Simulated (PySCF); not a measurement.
SMILES C([SiH2]C(=O)C)#N, GFN2-xTB optimised geometry.

```
11

C      0.85     1.53    -0.51
C      1.76     0.36    -0.74
O      2.80     0.45    -1.35
Si     1.25    -1.35     0.00
C     -0.62    -1.35     0.00
N     -1.76    -1.34    -0.01
H      0.68     1.65     0.56
H      1.27     2.44    -0.93
H     -0.11     1.32    -0.98
H      1.68    -1.41     1.40
H      1.73    -2.44    -0.84
```

Density from CAM-B3LYP/def2-TZVP in PySCF 2.14.0 at that geometry.

Minimum of the electron density along straight lines between bonded atoms, close to the bond critical point (lines longer than 1.1 times the sum of covalent radii, or with two minima, are not listed):

```json
[
 {"bond": "C1–C2", "length / Å": "1.502", "ρ at the minimum / e bohr⁻³": "0.265", "∇²ρ there / e bohr⁻⁵": "-0.71", "position (fraction from the first atom)": "0.48"},
 {"bond": "C2–O3", "length / Å": "1.209", "ρ at the minimum / e bohr⁻³": "0.423", "∇²ρ there / e bohr⁻⁵": "-0.08", "position (fraction from the first atom)": "0.34"},
 {"bond": "C2–Si4", "length / Å": "1.934", "ρ at the minimum / e bohr⁻³": "0.119", "∇²ρ there / e bohr⁻⁵": "0.09", "position (fraction from the first atom)": "0.62"},
 {"bond": "Si4–C5", "length / Å": "1.867", "ρ at the minimum / e bohr⁻³": "0.110", "∇²ρ there / e bohr⁻⁵": "0.28", "position (fraction from the first atom)": "0.39"},
 {"bond": "C5–N6", "length / Å": "1.146", "ρ at the minimum / e bohr⁻³": "0.509", "∇²ρ there / e bohr⁻⁵": "-0.13", "position (fraction from the first atom)": "0.34"},
 {"bond": "C1–H7", "length / Å": "1.089", "ρ at the minimum / e bohr⁻³": "0.277", "∇²ρ there / e bohr⁻⁵": "-0.95", "position (fraction from the first atom)": "0.64"},
 {"bond": "C1–H8", "length / Å": "1.088", "ρ at the minimum / e bohr⁻³": "0.281", "∇²ρ there / e bohr⁻⁵": "-0.98", "position (fraction from the first atom)": "0.65"},
 {"bond": "C1–H9", "length / Å": "1.089", "ρ at the minimum / e bohr⁻³": "0.278", "∇²ρ there / e bohr⁻⁵": "-0.95", "position (fraction from the first atom)": "0.64"},
 {"bond": "Si4–H10", "length / Å": "1.463", "ρ at the minimum / e bohr⁻³": "0.128", "∇²ρ there / e bohr⁻⁵": "0.16", "position (fraction from the first atom)": "0.49"},
 {"bond": "Si4–H11", "length / Å": "1.457", "ρ at the minimum / e bohr⁻³": "0.130", "∇²ρ there / e bohr⁻⁵": "0.16", "position (fraction from the first atom)": "0.49"}
]
```
